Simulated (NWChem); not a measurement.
# C4H5NS; SMILES c1(sccn1)C

```xyz
11

C     -0.0353    -2.2488     0.0000
C     -0.1991    -0.7586     0.0000
N     -1.3469    -0.1446     0.0000
C     -1.1862     1.2239     0.0000
C      0.0993     1.6778     0.0000
S      1.1928     0.3302     0.0000
H     -1.0280    -2.7050     0.0000
H      0.5115    -2.5954     0.8847
H      0.5115    -2.5954    -0.8847
H     -2.0670     1.8563     0.0000
H      0.4569     2.6981     0.0000
```
Atoms are numbered in this order, from 1.

All runs: NWChem. Pople sets run with spherical d functions. Structure relaxed at the B3LYP/6-31G* (spherical d) level. Isolated, static molecule.

GIAO at B3LYP/6-31G*: principal shieldings of N3 are -302.1, -80.5, 204.6 ppm; an isolated ammonia molecule has σ = 255.8 ppm at the same levels.

Q: Find the isotropic 15N shift, its principal values, the span and the skew.

A: 
1. σ(iso) = one third of the sum = -59.3 ppm.
2. δ = σ(reference) − σ = 315.1 ppm against ammonia.
3. δ11, δ22, δ33 = 557.9, 336.3, 51.2 ppm.
4. Span Ω = δ11 − δ33 = 506.7 ppm; skew κ = 3(δ22 − δ(iso))/Ω = 0.13.
